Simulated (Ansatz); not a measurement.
Ansatz (a program for electronic structure) input:

Ansatz 0.2 input:
```yaml
crystal:
  periodic: [false, false, false]
  atoms:
    - {symbol: Si, position_ang: [2.74890156, -0.10146453, -0.23406996]}
    - {symbol: O, position_ang: [1.10421761, 0.44419429, 0.33144002]}
    - {symbol: Si, position_ang: [-0.28488096, 0.09154546, -0.32734546]}
    - {symbol: Cl, position_ang: [-1.10718111, -1.69464435, 0.38603283]}
    - {symbol: Cl, position_ang: [-1.71352322, 1.55072177, 0.16767191]}
    - {symbol: H, position_ang: [2.29183803, -1.48070766, -0.76761375]}
    - {symbol: H, position_ang: [2.65422645, 0.52817258, -1.64453674]}
    - {symbol: H, position_ang: [-0.32412011, -0.01546835, -1.79253401]}
basis:
  gaussian:
    orbitals: def2-TZVPD
hamiltonian:
  xc: {name: wB97M-V}
total_charge: -1
output: {forces: true}
```

### Question
Which total energy does the run end on?

### Answer
-1576.60364 Eh (wB97M-V/def2-TZVPD). The basis has 245 functions.

It need not be the lowest isomer of its formula. Whether it binds its extra electron was not tested at this geometry.
